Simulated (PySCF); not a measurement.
Structure from 2D NMR

Compound of formula C9H12Si. Correlations simulated from computed shifts and the bond graph:

HSQC (one-bond C–H):
```
  δH     δC
2.96   21.7
2.12  104.4
2.01    5.0
1.89   28.7
1.86   28.7
0.40    0.6
```

COSY cross peaks (H two or three bonds apart, from the bond graph; peaks can be absent where the dihedral angle is near 90°):
```
  δH    δH
2.96  1.89
2.96  1.86
1.89  1.86
```

HMBC (two and three bonds, from the bond graph):
```
  δH                           δC
2.96             93.2, 84.1, 28.7
2.12                         92.0
2.01                   93.2, 84.1
1.89  93.2, 92.0, 28.7, 21.7, 0.6
1.86  93.2, 92.0, 28.7, 21.7, 0.6
0.40                   92.0, 28.7
```

Carbons without hydrogens: δ 93.2, 92.0, 84.1.

One computed conformer, rapidly exchanging positions averaged, isolated molecule, non-relativistic. Geometry: GFN2-xTB; GIAO PBE0/pcSseg-1 shieldings; PySCF.

Shifts are taken against calculated references (same method and geometry level): TMS for $^{1}$H (31.72 ppm), $^{13}$C (186.93 ppm).

Exchangeable hydrogens are left out of these lists.

Task: Which molecule is this?

Result: SMILES C#C[Si@]1(C)C[C@H](C#CC)C1.

Numbering as in the mapped SMILES `[CH:1]#[C:2][Si@:3]1([CH3:4])[CH2:5][C@H:6]([C:7]#[C:8][CH3:9])[CH2:10]1`. Each H is labelled by its parent atom. Ha(C5), Ha(C10) are cis to C7 on the ring; Hb(C5), Hb(C10) are trans to C7 on the ring.

- δC 104.4 is C1, a terminal alkyne carbon (δH 2.12).
- δC 93.2 is C7, an alkyne carbon.
- δC 92.0 is C2, an alkyne carbon.
- δC 84.1 is C8, an alkyne carbon.
- δC 28.7 is C5/C10, an sp3 CH2 bonded to Si (δH 1.89, 1.86).
- δC 21.7 is C6, a propargylic sp3 CH (δH 2.96).
- δC 5.0 is C9, a propargylic methyl carbon (δH 2.01).
- δC 0.6 is C4, a methyl carbon bonded to Si (δH 0.40).
- HMBC from δH 2.96 reaches the proton-free carbons C7, C8.
- HMBC from δH 2.12 reaches the proton-free carbon C2.
- HMBC from δH 2.01 reaches the proton-free carbons C7, C8.
- HMBC from δH 1.89 reaches the proton-free carbons C7, C2.
- COSY links 2.96–1.89, 2.96–1.86, 1.89–1.86.

The data come from this structure; uniqueness wasn't tested.

Shifts are as computed. Against solution values, carbons near 30 ppm lie about +3 ppm off and those near 130 ppm about +5 ppm. Of 1211 compounds with measured shifts, 218 miss one by over three times the rms of a fit or turn the order of signals round; such compounds aren't used in these exercises.
